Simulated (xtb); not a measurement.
xtb input (GFN2-xTB):

```bash
xtb mol.xyz --gfn 2 --ohess tight --chrg -1 --uhf 0
```
mol.xyz:
```
4

Ge     0.02331814     0.00813317     0.59970809
F      1.40703695    -0.81595717    -0.21085784
F      0.06739540     1.62202732    -0.20028548
F     -1.37265214    -0.79427324    -0.18539993
```

Output:

```
           -------------------------------------------------
          |                Calculation Setup                |
           -------------------------------------------------

           -------------------------------------------------
          |                 G F N 2 - x T B                 |
           -------------------------------------------------

        Reference                      10.1021/acs.jctc.8b01176
      * Hamiltonian:
        H0-scaling (s, p, d)           1.850000    2.230000    2.230000
        zeta-weighting                 0.500000
      * Dispersion:
        s8                             2.700000
        a1                             0.520000
        a2                             5.000000
        s9                             5.000000
      * Repulsion:
        kExp                           1.500000    1.000000
        rExp                           1.000000
      * Coulomb:
        alpha                          2.000000
        third order                    shell-resolved
        anisotropic                    true
        a3                             3.000000
        a5                             4.000000
        cn-shift                       1.200000
        cn-exp                         4.000000
        max-rad                        5.000000

          ...................................................
          :                      SETUP                      :
          :.................................................:
          :  # basis functions                  22          :
          :  # atomic orbitals                  21          :
          :  # shells                            9          :
          :  # electrons                        26          :
          :  max. iterations                   250          :
          :  Hamiltonian                  GFN2-xTB          :
          :  restarted?                      false          :
          :  GBSA solvation                  false          :
          :  PC potential                    false          :
          :  electronic temp.          300.0000000     K    :
          :  accuracy                    1.0000000          :
          :  -> integral cutoff          0.2500000E+02      :
          :  -> integral neglect         0.1000000E-07      :
          :  -> SCF convergence          0.1000000E-05 Eh   :
          :  -> wf. convergence          0.1000000E-03 e    :
          :  Broyden damping             0.4000000          :
          :  net charge                         -1          :
          :  unpaired electrons                  0          :
          ...................................................

 iter      E             dE          RMSdq      gap      omega  full diag
   1    -16.3638327 -0.163638E+02  0.693E+00    6.36       0.0  T
   2    -16.5015916 -0.137759E+00  0.101E+01    7.94       1.0  T
   3    -16.5161272 -0.145356E-01  0.917E+00    7.92       1.0  T
   4    -16.5489124 -0.327852E-01  0.145E+00    7.57       1.0  T
   5    -16.5547586 -0.584615E-02  0.303E-01    7.87       1.0  T
   6    -16.5552587 -0.500119E-03  0.110E-01    7.83       1.0  T
[...]
 ---------------------------------------------------------------------------

Topologies differ in total number of bonds
Writing topology from bond orders to xtbtopo.mol

molecular dipole:
                 x           y           z       tot (Debye)
 q only:       -0.053      -0.009       1.222
   full:       -0.053      -0.009       1.252       3.186
molecular quadrupole (traceless):
                xx          xy          yy          xz          yz          zz
 q only:       -4.564       0.051      -4.605       0.202       0.034       9.170
  q+dip:       -4.715       0.051      -4.756       0.206       0.034       9.472
   full:       -4.974       0.062      -5.025       0.205       0.033       9.999

           -------------------------------------------------
          |                Geometry Summary                 |
           -------------------------------------------------

      molecular mass/u    :      129.6227596
   center of mass at/Å    :        0.0334938       0.0054380       0.2768379
  moments of inertia/u·Å² :        0.1185414E+03   0.1192036E+03   0.1871952E+03
rotational constants/cm⁻¹ :        0.1422088E+00   0.1414188E+00   0.9005375E-01

           -------------------------------------------------
          |               Frequency Printout                |
           -------------------------------------------------
 projected vibrational frequencies (cm⁻¹)
eigval :       -0.00    -0.00    -0.00     0.00     0.00     0.00
eigval :       82.68    83.11    97.17   296.33   296.66   382.70
 reduced masses (amu)
   1: 47.23   2: 50.99   3: 29.57   4: 35.16   5: 21.18   6: 30.03   7: 21.85   8: 21.82
   9: 29.94  10: 34.76  11: 34.70  12: 31.64
 IR intensities (km·mol⁻¹)
   1:  2.02   2:  4.06   3:  3.01   4:  8.22   5: 11.94   6:  7.78   7:  0.46   8:  0.42
   9: 13.20  10:235.56  11:234.66  12:157.53
 Raman intensities (Ä⁴*amu⁻¹)
   1:  0.00   2:  0.00   3:  0.00   4:  0.00   5:  0.00   6:  0.00   7:  0.00   8:  0.00
   9:  0.00  10:  0.00  11:  0.00  12:  0.00
 output can be read by thermo (or use thermo option).
 writing <g98.out> molden fake output.
 recommended (thermochemical) frequency scaling factor: 1.0
           -------------------------------------------------
          |             Thermodynamic Functions             |
           -------------------------------------------------

c3v symmetry found (for desy threshold:  0.10E+00) used in thermo

          ...................................................
          :                      SETUP                      :
          :.................................................:
          :  # frequencies                           6      :
          :  # imaginary freq.                       0      :
          :  linear?                             false      :
          :  only rotor calc.                    false      :
          :  symmetry                              c3v      :
          :  rotational number                       3      :
          :  scaling factor                  1.0000000      :
          :  rotor cutoff                   50.0000000 cm⁻¹ :
          :  imag. cutoff                  -20.0000000 cm⁻¹ :
          :.................................................:

    mode    ω/cm⁻¹     T·S(HO)/kcal·mol⁻¹    T·S(FR)/kcal·mol⁻¹   T·S(vib)
   ------------------------------------------------------------------------
       1     82.68    -1.14078 ( 88.20%)    -0.90712 ( 11.80%)    -1.11322
Note: The following floating-point exceptions are signalling: IEEE_DENORMAL
normal termination of xtb
       2     83.11    -1.13774 ( 88.42%)    -0.90559 ( 11.58%)    -1.11086
       3     97.17    -1.04660 ( 93.45%)    -0.85936 (  6.55%)    -1.03433
       4    296.33    -0.42860 ( 99.92%)    -0.52928 (  0.08%)    -0.42868
       5    296.66    -0.42805 ( 99.92%)    -0.52896 (  0.08%)    -0.42813
   ------------------------------------------------------------------------

   temp. (K)  partition function   enthalpy   heat capacity  entropy
                                   cal/mol     cal/K/mol   cal/K/mol   J/K/mol
 298.15  VIB   50.4                 2165.917     10.451     14.832
         ROT  0.414E+05              888.752      2.981     24.108
         INT  0.209E+07             3054.669     13.432     38.940
         TR   0.143E+28             1481.254      4.968     40.473
         TOT                        4535.9230    18.3998    79.4128   332.2630

       T/K    H(0)-H(T)+PV         H(T)/Eh          T*S/Eh         G(T)/Eh
   ------------------------------------------------------------------------
    298.15    0.722845E-02    0.100503E-01    0.377316E-01   -0.276812E-01
   ------------------------------------------------------------------------

         :::::::::::::::::::::::::::::::::::::::::::::::::::::
         ::                  THERMODYNAMIC                  ::
         :::::::::::::::::::::::::::::::::::::::::::::::::::::
         :: total free energy         -16.599440211943 Eh   ::
         ::.................................................::
         :: total energy              -16.571758963436 Eh   ::
         :: zero point energy           0.002821862502 Eh   ::
         :: G(RRHO) w/o ZPVE           -0.030503111009 Eh   ::
         :: G(RRHO) contrib.           -0.027681248507 Eh   ::
         :::::::::::::::::::::::::::::::::::::::::::::::::::::

optimized geometry written to: xtbopt.xyz

           -------------------------------------------------
          | TOTAL ENERGY              -16.571758963436 Eh   |
          | TOTAL ENTHALPY            -16.561708647598 Eh   |
          | TOTAL FREE ENERGY         -16.599440211943 Eh   |
          | GRADIENT NORM               0.000218737606 Eh/α |
          | HOMO-LUMO GAP               6.651583316194 eV   |
           -------------------------------------------------

------------------------------------------------------------------------
------------------------------------------------------------------------
 total:
 SCF:
 ANC optimizer:
 analytical hessian:
```
